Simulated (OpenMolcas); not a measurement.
An atom or ion with 81 electrons was computed by XMS-RASPT2, IPEA 0.25 Eh, imaginary shift 0.1 Eh with spin-orbit coupling (OpenMolcas, ANO-RCC-VTZP, DKH2). The lowest levels that the run gave, each within 12 % of the measured value where one is at hand:

| J | Parity | E (cm-1) | g |
| --- | --- | --- | --- |
| 1/2 | odd | 0.0 | 0.666 |
| 3/2 | odd | 12470 | 1.334 |
| 1/2 | even | 59550 | 2.604 |
| 3/2 | even | 66010 | 1.718 |
| 5/2 | even | 70940 | 1.504 |
| 3/2 | even | 77970 | 0.834 |

Q: Which ion is it, and what are the configurations and terms?

A: Pb+ (Z = 82, charge +1; active space 3 electrons in 9 orbitals (RAS2 6s 6p; RAS3 6d, at most 2 electrons)). J, parity and g give the terms where levels are pure, and mixed ones are named by the computed weights; the size of the splittings, set against known spectra of the 81-electron sequence, gives the charge. In order, with the measured energies in cm-1 (NIST Handbook of Basic Atomic Spectroscopic Data): 6s2 6p 2P* 1/2, 6s2 6p 2P* 3/2 (14081), 6s 6p2 4P 1/2 (57910), 6s 6p2 4P 3/2 (66125), 6s 6p2 4P 5/2 (73906), 6s 6p2 2D 3/2.

CASPT2 breaks the degeneracy within a term, and the mean is taken; among the terms shown or strongly mixed into the levels shown the widest spread is 100 cm-1 (6s 6p2 2D). Some high roots are left out of the spin-orbit mixing, which shifts the levels that they would mix with. Active for correlation alone: 6d; no level in the range computed is led by a configuration that fills it, so any true level of that kind is missing. Spin-orbit splittings of 6p shells tend to come out small when the coupling is added on scalar orbitals. Some terms mix strongly with configurations of 6d, whose occupation reaches 0.32 (6s 6p2 2D). Computed and measured levels are paired by configuration, term and J; levels that our copy of the source lacks, or whose pairing is in doubt (as where it misses far off the trend of its configuration), stay unpaired and out of the deviations. Only configurations of the active space appear.

* marks odd parity.
